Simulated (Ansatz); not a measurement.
CH5BrOSi, SMILES `OC([SiH3])Br`, relaxed with RKS PBE0-D4/def2-TZVP in the Gaussian-basis code of Ansatz from a PBE-D4/def2-SVP geometry. The force threshold is 0.005 eV/Å; the program also tests the step.

The species carries charge 0 and has multiplicity 1.

Start:

```xyz
9

O    -1.149    0.081    1.203
C    -0.671    0.188   -0.081
Si    1.117   -0.495   -0.178
Br   -0.545    2.139   -0.702
H    -2.089    0.353    1.218
H    -1.349   -0.234   -0.857
H     1.977    0.277    0.777
H     1.610   -0.357   -1.588
H     1.098   -1.951    0.208
```

```tsv
step	energy (eV)	largest force (eV/Å)	largest move (Å)
1	-81075.8463	0.700	0.000
2	-81075.8805	0.200	0.043
3	-81075.8848	0.112	0.017
4	-81075.8853	0.060	0.005
5	-81075.8855	0.017	0.005
6	-81075.8855	0.006	0.006
7 (rejected)	-81075.8855	0.013	0.005
8	-81075.8855	0.001	0.003
```

End:

```xyz
9

O    -1.157    0.075    1.186
C    -0.657    0.191   -0.087
Si    1.111   -0.492   -0.176
Br   -0.535    2.106   -0.669
H    -2.079    0.353    1.204
H    -1.318   -0.228   -0.850
H     1.968    0.283    0.751
H     1.580   -0.363   -1.576
H     1.088   -1.925    0.218
```

Run time 53 s (4 threads of a server CPU on a shared host); peak host memory 0.49 GiB.
